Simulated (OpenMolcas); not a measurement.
Nb4+ (d1) among equal point charges was computed by CASSCF with the d shell active (OpenMolcas, ANO-RCC-VDZP on the metal). Its lowest spin-free states, and all those of the highest spin:

```json
{"2S+1": "2", "Degeneracy": "2", "E (cm-1)": "0.0"}
{"2S+1": "2", "Degeneracy": "1", "E (cm-1)": "7836"}
{"2S+1": "2", "Degeneracy": "1", "E (cm-1)": "12542"}
{"2S+1": "2", "Degeneracy": "1", "E (cm-1)": "24611"}
```

Q: Is the site octahedral, tetrahedral or cube-like, axial, or of lower symmetry?

A: The states with 2S+1 = 2 have orbital degeneracies 2, 1, 1, 1. There are pairs but no triples, so the site is axial: not cubic, but with a proper or improper axis of order three or more. The run had Nb4+ among 5 point charges of -2 e arranged as a square pyramid (C4v), 1.92 Å from the ion, with the axial distance 1.786 Å. The active orbitals were held to one l.

An orbital doublet at a regular site is open to a Jahn-Teller distortion, which this geometry leaves out. Point charges carry no covalency, so the field is a model and not that of real ligands. An unlabelled pair can be two single states that coincide in this model. No measured value stands beside these numbers.
